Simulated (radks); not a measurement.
Fractional charge and spin in the 5p shell of samarium: the spin-up occupation runs from 2 to 3 and the spin-down occupation from 2 to 3; the fullest corner is Sm+, [Kr] 4d10 4f(up 3, down 3) 5s2 6s(up 0.5, down 0.5) 5p(up 3, down 3). Calculated with a radial shooting solver on a logarithmic mesh with Libxc functionals: scalar-relativistic Kohn-Sham, PBE, spin-polarised, spherical densities, point nucleus. Energy (eV) above the fullest corner. The planes named below are the two flat planes that join the four corners, with an edge along up + down = one added electron.

| down \ up | 2 | 2.25 | 2.5 | 2.75 | 3 |
|---|---|---|---|---|---|
| 2 | 81.849 | 68.952 | 56.810 | 45.415 | 34.755 |
| 2.25 | 68.952 | 56.866 | 45.525 | 34.916 | 25.029 |
| 2.5 | 56.810 | 45.525 | 34.970 | 25.134 | 16.004 |
| 2.75 | 45.415 | 34.916 | 25.134 | 16.055 | 7.666 |
| 3 | 34.755 | 25.029 | 16.004 | 7.666 | 0.000 |

Corners above the fullest one (they belong to Sm2+ and the next ion): (up 3, down 2) 34.755 eV, (up 2, down 3) 34.755 eV, (up 2, down 2) 81.849 eV. With half an added electron in each spin the energy lies 0.214 eV from the planes, and with half an added electron in spin up alone -1.492 eV. The planes are only a guide here: the flat-plane condition holds for ground states with one frontier orbital, while this shell lies below other occupied shells, so the corners above the fullest one are inner-hole states and not the ground states of those ions.
